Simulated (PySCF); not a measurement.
Gas-phase reaction: 3 WF6 + NO + NO2 → 3 WOF4 + 2 NF3

Computed with PySCF and rigid-rotor harmonic-oscillator thermochemistry at 1 bar. † marks an energy on the PBE0/def2-TZVP geometry and frequencies. MP2 freezes the core. Open shells (unrestricted): NO (multiplicity 2, electronic degeneracy 4), NO2 (multiplicity 2); the rest are closed-shell singlets. Spin-orbit splitting is ignored; it lowers the true energy and changes the entropy of NO. W: scalar-relativistic def2 core potential, no spin-orbit coupling. MP2 isn't extrapolated to the basis-set limit; its ΔH°(298 K) is 615.5 kJ in def2-SVP and 553.6 kJ in def2-TZVPP. The harmonic model lacks anharmonicity and excited electronic states, which grow with temperature; levels with a mode under 35 cm⁻¹ are left out. Soft modes under 120 cm⁻¹ make the harmonic entropy rough for WOF4.

| level | ΔE electronic, kJ | ΔH°(298 K), kJ | ΔS°(298 K), J/K | ΔG°(800 K), kJ |
|---|---|---|---|---|
| M06-2X/def2-TZVP† | 597 | 598 | 34 | 575 |
| MP2/def2-TZVPP† | 553 | 554 | 34 | 531 |
| PBE/def2-TZVP† | 622 | 622 | 34 | 600 |
| r2SCAN/def2-TZVP† | 687 | 687 | 34 | 665 |
| ωB97M-V/def2-TZVP† | 639 | 639 | 34 | 617 |
| ωB97X-V/def2-TZVP† | 647 | 647 | 34 | 625 |
ΔH° is lowest at MP2/def2-TZVPP† and highest at r2SCAN/def2-TZVP†. No reference value is set beside these.
